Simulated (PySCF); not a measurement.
**Radial density of Ni (nickel, neutral)**

UHF, [Ar] 3d8 4s1 4p1, one real determinant (an excited configuration). Computed with PySCF 2.14 in x2c-QZVPPall with one added diffuse shell each of s, p, d, f, g type (12s8p7d5f3g, 133 functions), with the spin-free X2C one-electron Hamiltonian (Gaussian nucleus).

```
r (bohr)  4πr²ρ (e/bohr)  4πr²(ρα − ρβ)
 0.00102          0.2733         0.0001
 0.00172          0.6928         0.0002
 0.00289           1.716         0.0005
 0.00486           4.087         0.0012
 0.00818           9.080         0.0027
  0.0138           17.92         0.0051
  0.0231           28.95         0.0074
  0.0389           34.02         0.0062
  0.0655           28.17         0.0044
   0.110           30.23         0.0426
   0.185           38.11         0.2304
   0.312           19.92         0.9004
   0.524           19.05         2.0359
   0.882           15.31         1.6950
    1.48           3.619         0.8212
    2.49          0.9674         0.7296
    4.20          0.3574         0.3513
    7.06         0.03980         0.0398
    11.9       0.0004552         0.0005
```

Densities and radii are taken from the X2C orbitals without a picture-change correction, which distorts them close to the nucleus.

⟨L²⟩ = 14.06 against 20 for a pure G term, so this real determinant mixes terms.
